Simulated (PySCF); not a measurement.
Excitations are Tamm–Dancoff values on a coarser integration grid. The basis has no diffuse functions, so Rydberg states are missing or too high.

Cartesian coordinates (Å):
SMILES: [SiH3][Al]([SiH3])[I]
```xyz
10

Si    -2.2302    -0.0377     0.0431
Al     0.1029     0.7209     0.1053
Si     2.1576    -0.6090    -0.0724
I      0.3973     3.1974     0.3135
H     -2.9003     0.4977    -1.1705
H     -2.9684     0.4603     1.2319
H     -2.3428    -1.5191     0.0141
H      2.0240    -1.9055     0.6423
H      2.4180    -0.9159    -1.5047
H      3.3361     0.1104     0.4693
```
Charge 0, multiplicity 1.

Problem. What S1 excitation (TDA), S1–T1 gap (TDA) and T1 excitation (TDA) does PBE-D3(BJ)/def2-TZVP // B3LYP-D3(BJ)/def2-TZVP in PySCF give?

Solution. 
```
Item                   Value
-------------------  -------
S1 excitation (TDA)  3.11 eV
S1–T1 gap (TDA)      0.37 eV
T1 excitation (TDA)  2.74 eV
```
